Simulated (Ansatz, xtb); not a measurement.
# Ligand exchange: CHClF2 + C2H8OSi2 → CH2F2O + C2H7ClSi2

Species: CHClF2 (difluorochloromethane) `FC(F)Cl`, singlet; C2H8OSi2 `C=C[SiH2][SiH2]O`, singlet; CH2F2O `OC(F)F`, singlet; C2H7ClSi2 `C=C[SiH2][SiH2]Cl`, singlet. The partners trade Cl for OH: C–Cl and Si–OH bonds give way to C–OH and Si–Cl.

Shapes, held fixed at every level: PBE0-D4/def2-TZVP. Flexible molecules stand in one conformer, not always the lowest. Programs: Ansatz 0.2.0, xtb 6.7.1. The zero-point and thermal change to 298 K, harmonic and unscaled (PBE0-D4/def2-TZVP), is +3.9 kJ/mol.

| level | kind | ΔH(298 K) (kJ/mol) | less CCSD(T)/CBS estimate | CPU time (sum over the molecules) |
| --- | --- | --- | --- | --- |
| GFN0-xTB | semi-empirical | -111.7 | -57.7 | 0.096 s |
| PBE-D4/def2-TZVPP | GGA | -53.4 | +0.6 | 30 s |
| r2SCAN-D4/def2-TZVPP | meta-GGA | -54.7 | -0.7 | 55 s |
| B3LYP-D4/def2-TZVPP | global hybrid | -53.0 | +1.0 | 58 s |
| wB97M-V/def2-TZVPP | range-separated hybrid | -56.9 | -2.9 | 2.2 min |
| MP2/def2-TZVPP | perturbation theory | -55.3 | -1.3 | – |
| CCSD(T)/def2-SVP | coupled cluster or CI | -80.4 | -26.4 | 50 s |
| CCSD/def2-TZVPP | coupled cluster or CI | -57.5 | -3.5 | – |
| CCSD(T)/CBS estimate | coupled cluster or CI | -54.0 | 0.0 | 29 min |

The highest level, CCSD(T)/CBS estimate, gives ΔH(298 K) = -54.0 kJ/mol; the levels span -111.7 to -53.0. The column of differences is taken from that level and isn't an error. No measured value is set beside it here. The CBS estimate extrapolates MP2 from def2-TZVPP and def2-QZVPP and adds CCSD(T) − MP2 in the triple-zeta set, cores frozen. Times are processor times on shared x86 and Arm servers, and rough.
